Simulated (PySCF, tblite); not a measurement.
Isomers of C6H9FSi. Level: GFN2-xTB in tblite, geometry and Hessian alike; calculated harmonic values, unscaled, isolated species. The method is semi-empirical: single wavenumbers can be off by several per cent or more. Modes of hydrogen on silicon can be 10 to 20 % off. One conformer each.

Electronic energies: PBE0/pcSseg-1 single points on the GFN2-xTB geometries (PySCF, gas phase).

```tsv
SMILES	electronic energy, lowest = 0 (kcal/mol)
C#C[C@@H]1[SiH2]CC[C@H]1F	3.3
C#C[Si@]1(C)C[C@H](F)C1	0.0
C#C[Si@@H]1CCC[C@@H]1F	0.1
CC#C[Si@H]1C[C@H](F)C1	1.7
C#C[C@H](F)[SiH2]C(=C)C	32.7
```

Question: How do GFN2-xTB zero-point energies change the relative energies?

Answer: 
```json
{"SMILES": "C#C[Si@]1(C)C[C@H](F)C1", "ZPE (kcal/mol)": "81.3", "of it from modes above 1550 cm⁻¹": "42.5", "electronic (kcal/mol)": "0.0", "with ZPE, lowest = 0 (kcal/mol)": "0.0", "lowest mode (cm⁻¹)": "40", "rings": "1"}
{"SMILES": "C#C[Si@@H]1CCC[C@@H]1F", "ZPE (kcal/mol)": "81.4", "of it from modes above 1550 cm⁻¹": "40.9", "electronic (kcal/mol)": "0.1", "with ZPE, lowest = 0 (kcal/mol)": "0.2", "lowest mode (cm⁻¹)": "53", "rings": "1"}
{"SMILES": "CC#C[Si@H]1C[C@H](F)C1", "ZPE (kcal/mol)": "80.4", "of it from modes above 1550 cm⁻¹": "40.9", "electronic (kcal/mol)": "1.7", "with ZPE, lowest = 0 (kcal/mol)": "0.8", "lowest mode (cm⁻¹)": "17i", "rings": "1"}
{"SMILES": "C#C[C@@H]1[SiH2]CC[C@H]1F", "ZPE (kcal/mol)": "79.8", "of it from modes above 1550 cm⁻¹": "40.2", "electronic (kcal/mol)": "3.3", "with ZPE, lowest = 0 (kcal/mol)": "1.8", "lowest mode (cm⁻¹)": "54", "rings": "1"}
{"SMILES": "C#C[C@H](F)[SiH2]C(=C)C", "ZPE (kcal/mol)": "77.0", "of it from modes above 1550 cm⁻¹": "42.9", "electronic (kcal/mol)": "32.7", "with ZPE, lowest = 0 (kcal/mol)": "28.4", "lowest mode (cm⁻¹)": "20", "rings": "0"}
```

The zero-point energies span 4.4 kcal/mol, from `C#C[C@H](F)[SiH2]C(=C)C` to `C#C[Si@@H]1CCC[C@@H]1F`. Slightly imaginary modes are left out of the zero-point energy: `CC#C[Si@H]1C[C@H](F)C1` 17.2i cm⁻¹. The order is unchanged.

Question: And how do the electronic energies of GFN2-xTB itself compare?

Answer: `C#C[Si@]1(C)C[C@H](F)C1` 25.2; `C#C[Si@@H]1CCC[C@@H]1F` 9.7; `CC#C[Si@H]1C[C@H](F)C1` 11.6; `C#C[C@@H]1[SiH2]CC[C@H]1F` 0.0; `C#C[C@H](F)[SiH2]C(=C)C` 32.1 kcal/mol, lowest = 0. Against the energies above, taken from the same isomer `C#C[Si@]1(C)C[C@H](F)C1`, the largest difference is 28.5 kcal/mol.

Question: What do entropy and thermal enthalpy add at 298.15 K and 1 bar (rigid rotor, harmonic oscillator, one conformer each)?

Answer: 
```tsv
SMILES	point group	symmetry number	S (cal/(mol K))	H − H(0) (kcal/mol)	ZPE + H − H(0) − TS (kcal/mol)
C#C[Si@]1(C)C[C@H](F)C1	Cs	1	99.8	7.02	58.6
C#C[Si@@H]1CCC[C@@H]1F	C1	1	93.9	6.38	59.8
C#C[C@@H]1[SiH2]CC[C@H]1F	C1	1	92.3	6.26	58.5
```

Not tabulated: `CC#C[Si@H]1C[C@H](F)C1` (lowest mode only 17i cm⁻¹); `C#C[C@H](F)[SiH2]C(=C)C` (lowest mode only 20 cm⁻¹).
